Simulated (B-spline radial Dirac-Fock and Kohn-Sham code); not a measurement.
## Successive ionisation energies of molybdenum: Dirac-Fock against NIST

These are calculated numbers from a radial finite-basis atomic code; the model is ΔSCF Dirac-Fock with Breit, self-energy and vacuum polarisation, finite nucleus, configuration average. Each value is the difference of the configuration-average energies of two neighbouring ions in their tabulated ground configurations. No correlation. NIST's values refer to the lowest levels; many for high charge states are themselves semi-empirical or theoretical. Where a p, d or f shell is open in either ion the computed value averages over both j values and all terms, while the table refers to the lowest levels; that difference holds spin-orbit splitting (largest in heavy or highly charged ions), term energies where several electrons share open shells, and correlation, and it can reach 10 % or more.

| ion | configuration | computed (eV) | NIST (eV) | kind | NIST − computed (eV) |
| --- | --- | --- | --- | --- | --- |
| Mo³⁴⁺ | [He] 2s2 2p4 | 4649.5 | 4618 ± 10 | semi-empirical | -31.54 |
| Mo³⁵⁺ | [He] 2s2 2p3 | 4833.8 | 4800 ± 30 | semi-empirical | -33.77 |
| Mo³⁶⁺ | [He] 2s2 2p2 | 5021.0 | 5084 ± 6 | semi-empirical | +63.04 |
| Mo³⁷⁺ | [He] 2s2 2p1 | 5211.1 | 5287 ± 4 | semi-empirical | +75.89 |
| Mo³⁸⁺ | [He] 2s2 | 5540.6 | 5548 ± 5 | semi-empirical | +7.43 |
| Mo³⁹⁺ | [He] 2s1 | 5713.0 | 5713.194 ± 0.016 | theoretical | +0.20 |
| Mo⁴⁰⁺ | 1s2 | 23808.7 | 23810.65 ± 0.009 | theoretical | +2.00 |
| Mo⁴¹⁺ | 1s1 | 24572.3 | 24572.21 | theoretical | -0.10 |

**Question.** Where in this range is the largest relative jump, and why?

**Answer.** From Mo³⁹⁺ (5713.0 eV) to Mo⁴⁰⁺ (23808.7 eV), a factor of 4.17. The configuration goes from [He] 2s1 to 1s2, so the next electron comes out of a deeper subshell.
